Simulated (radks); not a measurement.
Results of a calculation; reference values are marked as such.
Question: I3+, configuration [Kr] 4d10 5s2 5p2. Level of theory: Dirac Kohn-Sham, LDA (Slater exchange, Perdew-Wang correlation), spin-unpolarised, spherical densities, point nucleus; open shells fill j = l - 1/2 first (a radial shooting solver on a logarithmic mesh with Libxc functionals). Some entries of the table are withheld. Estimate them.

| orbital | occ. | eigenvalue (hartree) | <r> (bohr) |
|---|---|---|---|
| 1s1/2 | 2 | -1211.136 | 0.02725 |
| 2s1/2 | 2 | -188.1018 | 0.1168 |
| 2p1/2 | 2 | -176.6477 | 0.09850 |
| 2p3/2 | 4 | -165.6839 | 0.1042 |
| 3s1/2 | 2 | -38.89218 | 0.3143 |
| 3p1/2 | 2 | -34.14814 | 0.3043 |
| 3p3/2 | 4 | -32.08557 | 0.3159 |
| 3d3/2 | 4 | -23.69519 | 0.2866 |
| 3d5/2 | 6 | -23.26096 | 0.2903 |
| 4s1/2 | 2 | -7.78818 | 0.7397 |
| 4p1/2 | 2 | -6.13011 | 0.7720 |
| 4p3/2 | 4 | -5.72365 | 0.8005 |
| 4d3/2 | 4 | -3.05223 | 0.9105 |
| 4d5/2 | 6 | -2.98831 | 0.9217 |
| 5s1/2 | 2 | -1.71150 | 1.828 |
| 5p1/2 | 2 | -1.30146 | 2.062 |
| 5p3/2 | 0 | -1.24707 | 2.132 |
| 5d3/2 | 0 | -0.70444 | (1) |
| 5d5/2 | 0 | -0.69834 | (2) |
| 6s1/2 | 0 | -0.63740 | 3.883 |
| 6p1/2 | 0 | -0.51209 | (3) |
| 6p3/2 | 0 | -0.49759 | (4) |
| 4f5/2 | 0 | (5) | 2.483 |
| 4f7/2 | 0 | (6) | 2.497 |

Answer: 
(1) 5d3/2 <r> (bohr): 2.883
(2) 5d5/2 <r> (bohr): 2.907
(3) 6p1/2 <r> (bohr): 4.428
(4) 6p3/2 <r> (bohr): 4.543
(5) 4f5/2 eigenvalue (hartree): -0.48803
(6) 4f7/2 eigenvalue (hartree): -0.48664
